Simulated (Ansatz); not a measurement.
H$_{2}$, triplet, at a GFN2-xTB geometry of the parent state (a higher spin typed on purpose: for a closed-shell molecule this is an excited state); BLYP/6-31G* (Ansatz, a quantum-chemistry and plane-wave program).

Input for Ansatz:
Ansatz 0.2 input:
```yaml
crystal:
  periodic: [false, false, false]
  atoms:
    - {symbol: H, position_ang: [-0.00000000, -0.00000000, -0.38834947]}
    - {symbol: H, position_ang: [0.00000000, 0.00000000, 0.38834947]}
basis:
  gaussian:
    orbitals: 6-31G*
hamiltonian:
  xc: blyp
magnetization: {spin_polarized: true, initial_magnetization: 2}
```

### Question
Predict the main parts of the log of this Ansatz run.

### Answer

```
Functional definition: BLYP
64 factors; integrals over basis functions are off by at most 1.6e-3 eV
mean field evaluation 1: about -21.1434 eV, gradient 4.8e-1 eV
mean field evaluation 2: about -21.1455 eV, gradient 4.0e-2 eV
mean field evaluation 4: about -21.1418 eV, gradient 8.9e-3 eV
mean field evaluation 8: about -21.1418 eV, gradient 2.9e-7 eV
a density is far from that of the atoms, so the factors are made again for it
66 factors; integrals over basis functions are off by at most 6.2e-6 eV
mean field -21.14168796 eV, -0.7769427021 hartree, gradient 2.6e-6 eV, S^2 2.000000; 0 other end points of the search recorded, 0 dependent functions left out
reference -21.14182032 eV, -0.7769475662 hartree; 2, 0 occupied and 2, 4 virtual orbitals, 66 factors
Total energy: -21.14182032 eV, -0.7769475662 hartree
```
